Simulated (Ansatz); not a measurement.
Reaction (formal exchange of groups at the Se–B bond): `CB(Cl)[SeH]` + `[SeH][SiH]([SeH])[SeH]` → `[SeH][Si]([SeH])([SeH])[SeH]` + `CBCl`

Computed with Ansatz on PBE0-D4/def2-TZVP structures; ΔE is electronic, products minus reactants. CCSD(T)/CBS is the MP2 limit (def2-TZVPP, def2-QZVPP) plus CCSD(T) − MP2 in def2-TZVPP, frozen cores. Functionals use def2-TZVPP. For Se outer-core shells are correlated without core-valence functions, which leaves a few kJ/mol of doubt a bond. Scalar relativity is left out up to krypton. Each species was taken in one conformer, which may not be the lowest.

| level | ΔE (kJ/mol) |
| --- | --- |
| B2PLYP | 9.7 |
| CCSD(T)/def2-TZVPP | 11.4 |

Question: What does CCSD(T)/CBS give? (Estimate.)

Answer: Ansatz gave: +7.7 kJ/mol. The listed levels differ from it by 2.0, 3.7 kJ/mol.

Largest T1 diagnostic among the species: 0.011.

The D4 term adds −8.2 kJ/mol with B3LYP and −4.6 kJ/mol with PBE0; it sums over pairs of atoms, weighted by their polarisabilities, and B3LYP, whose exchange is more repulsive, gets the larger term.

B3LYP here is the variant with VWN-RPA as its local correlation; programs differ in this.
